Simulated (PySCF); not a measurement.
Compound: C6H9NO.
Numbering: `[CH2:1]=[CH:2][C@H:3]1[CH2:4][CH2:5][NH:6][C:7]1=[O:8]` (hydrogens: H9, H10 on C1; H11 on C2; H12 on C3; H13, H14 on C4; H15, H16 on C5; H17 on N6)

Vertical excitations from PySCF (density fitting, frozen core in the response, grid level 2 and gas phase unless stated; continuum runs use non-equilibrium linear response for the excitations) on a GFN2-xTB geometry. Reference run:

| settings | S1, eV (f) | S2, eV (f) | S3, eV (f) | S4, eV (f) | S5, eV (f) | S6, eV (f) | T1, eV (Tamm–Dancoff) | mean α (au) |
| --- | --- | --- | --- | --- | --- | --- | --- | --- |
| PBE0/def2-SVPD, full TDDFT, 6 singlets | 5.53 (0.025) | 6.38 (0.023) | 6.49 (0.028) | 6.70 (0.010) | 6.83 (0.004) | 7.17 (0.099) | 4.38 | 77.9 |

Q: What do these settings give: (1) PBE0/cc-pVDZ, grid level 3, full TDDFT, 1 singlet; (2) WP04/def2-SVPD, fitting basis def2-universal-jkfit, level shift 0.1 Eh, full TDDFT, 1 singlet; (3) wB97X/def2-SVPD, energy threshold 1e-06 Eh, level shift 0.2 Eh, full TDDFT, 12 singlets?

A: 
```
                                                                                     settings    S1, eV (f)    S2, eV (f)    S3, eV (f)    S4, eV (f)    S5, eV (f)    S6, eV (f)  T1, eV (Tamm–Dancoff)  mean α (au)
                                            PBE0/cc-pVDZ, grid level 3, full TDDFT, 1 singlet  5.57 (0.026)             –             –             –             –             –                   4.40         68.1
WP04/def2-SVPD, fitting basis def2-universal-jkfit, level shift 0.1 Eh, full TDDFT, 1 singlet  5.41 (0.029)             –             –             –             –             –                      –         74.2
      wB97X/def2-SVPD, energy threshold 1e-06 Eh, level shift 0.2 Eh, full TDDFT, 12 singlets  5.79 (0.012)  7.28 (0.160)  7.34 (0.159)  7.47 (0.062)  7.66 (0.004)  7.95 (0.073)                   4.56         77.1
```

(1) S1 moves by +0.04 eV. (2) S1 moves by -0.12 eV (WP04 has 12 % exact exchange, PBE0 25 % exact exchange). (3) S1 moves by +0.26 eV (wB97X has range-separated exact exchange, PBE0 25 % exact exchange). States are counted by energy in each run and needn't keep their character from row to row.

WP04 was designed for NMR shieldings or shifts; total energies of different functionals aren't comparable.

Q: Give the leading configurations of S1 (H = HOMO, L = LUMO) and the HOMO–LUMO gap of each run.

A: 
```csv
settings,S1 configurations (weight),S1 (eV),orbital gap (eV),S1 − gap (eV)
"PBE0/def2-SVPD, full TDDFT, 6 singlets","H→L 0.65, H→L+2 0.20",5.53,6.99,-1.46
"PBE0/cc-pVDZ, grid level 3, full TDDFT, 1 singlet","H→L 0.69, H→L+1 0.13, H→L+2 0.09",5.57,7.02,-1.45
"WP04/def2-SVPD, fitting basis def2-universal-jkfit, level shift 0.1 Eh, full TDDFT, 1 singlet","H→L 0.81, H→L+1 0.10",5.41,6.00,-0.59
"wB97X/def2-SVPD, energy threshold 1e-06 Eh, level shift 0.2 Eh, full TDDFT, 12 singlets","H→L+5 0.36, H→L 0.35",5.79,11.58,-5.79
```

One conformer stands for the species.
